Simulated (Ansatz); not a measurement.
`[CH3][GaH][CH2]O` + `C[SeH]` → `[CH3][GaH][Se]C` + CH₃OH at 298.15 K and 1 bar (ligand exchange at a Ga–C bond).

Gas-phase electronic energies from Ansatz, PBE0-D4/def2-TZVP geometries. CCSD(T)/CBS adds triple-zeta CCSD(T) − MP2 to the extrapolated MP2 energy (def2 sets, frozen cores). This one scheme is used for every species. For Ga, Se outer-core shells are correlated without core-valence functions, which leaves a few kJ/mol of doubt a bond. Scalar relativity is left out up to krypton. Each species was taken in one conformer, which may not be the lowest.

```
           species  CCSD(T)/CBS energy (Eh)  H − E (kJ/mol)  S (J/(mol·K))
`[CH3][GaH][CH2]O`              -2079.40635           240.2          359.0
          `C[SeH]`              -2441.15625           129.5          267.5
 `[CH3][GaH][Se]C`              -4405.00109           235.4          396.0
             CH₃OH               -115.61712           146.3          238.2
```

H − E and S are ideal-gas, rigid-rotor, harmonic terms from PBE0-D4/def2-TZVP, for one conformer and one mirror image of each species. 1 Eh = 2625.50 kJ/mol, R = 8.31446 J/(mol·K).

Question: By hand: ΔE, ΔH, ΔS and ΔG.

Answer: ΔE = (-4405.00109) + (-115.61712) − (-2079.40635) − (-2441.15625) = -0.05561 Eh = -146.0 kJ/mol. Δ(H − E) = 235.4 + 146.3 − 240.2 − 129.5 = 12.0, so ΔH = -134.0 kJ/mol. ΔS = 396.0 + 238.2 − 359.0 − 267.5 = 7.7 J/(mol·K). ΔG = -134.0 − 298.15 × (7.7)/1000 = -136.3 kJ/mol.

Question: By hand: the equilibrium constant, and the temperature at which ΔG would vanish if ΔH and ΔS stayed fixed.

Answer: log₁₀ K = −ΔG/(RT ln 10) = 23.9. ΔH and −TΔS have one sign here, so there is no such temperature.

The number of gas molecules stays the same, so ΔS is small and ΔH decides. A doubt of 5 kJ/mol in ΔE shifts log₁₀ K by 0.9 here. Other conformers and mirror images would add mixing entropy, several J/(mol·K) or more a flexible species. Modes under 60 cm⁻¹, often nearly free rotors, make the harmonic entropy too high. These are equilibria of isolated gas molecules and say nothing of rates. Largest T1 diagnostic: 0.012 (customary marks: 0.02 for closed shells, 0.045 for open ones).

ΔS is within the doubt of such terms, so its sign, and with it that verdict, could turn.
